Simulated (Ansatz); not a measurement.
Computed with Ansatz on PBE0-D4/def2-TZVP structures; ΔE is electronic, products minus reactants. CCSD(T)/CBS is the MP2 limit (def2-TZVPP, def2-QZVPP) plus CCSD(T) − MP2 in def2-TZVPP, frozen cores. Functionals use def2-TZVPP. B3LYP here is the variant with VWN-RPA as its local correlation; programs differ in this. Each species was taken in one conformer, which may not be the lowest.

Reaction (substitution at a C–B bond): `CB(N)[SiH2][SiH3]` + `CC(=N)N` → `CNC(C)=N` + `NB[SiH2][SiH3]`

```csv
level,ΔE (kJ/mol),difference from CCSD(T)/CBS
PBE-D4,64.6,1.3
r2SCAN-D4,66.5,3.2
PBE0-D4,64.8,1.5
B3LYP-D4,62.1,-1.2
ωB97M-V,64.0,0.7
B2PLYP,61.4,-1.9
PBE,63.3,0.0
PBE0,63.5,0.2
B3LYP,60.0,-3.3
HF/def2-TZVPP,57.0,-6.3
MP2/def2-TZVPP,64.5,1.2
SCS-MP2/def2-TZVPP,60.3,-3.0
MP2/def2-QZVPP,64.7,1.4
HF/CBS(def2),56.1,-7.2
MP2/CBS(def2),65.4,2.1
CCSD/CBS(def2),63.1,-0.2
CCSD(T)/CBS,63.3,0
```

Largest T1 diagnostic among the species: 0.014.

In def2-TZVPP, CCSD(T) changes the Hartree–Fock value by +5.4 kJ/mol (the triples alone add +0.2 kJ/mol) and MP2 by +7.5 kJ/mol.
